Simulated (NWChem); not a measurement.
System: C4H7F; SMILES CC(C)=CF

Q: Give the equilibrium geometry at PBE0/def2-SVP (NWChem) as a Z-matrix, with the point group.

A: point group Cs; any orientation.
```
C
C 1 1.3342
F 2 1.3366 1 122.71
H 2 1.0942 1 124.76 3 180.00
C 1 1.4968 2 121.84 4 180.00
H 5 1.0975 1 111.67 2 0.00
H 5 1.1032 6 108.38 1 -122.29
H 5 1.1032 6 108.38 7 -115.42
C 1 1.4975 2 120.14 4 0.00
H 9 1.0998 1 112.24 2 0.00
H 9 1.1033 10 107.94 1 -122.53
H 9 1.1033 10 107.94 11 -114.94
```
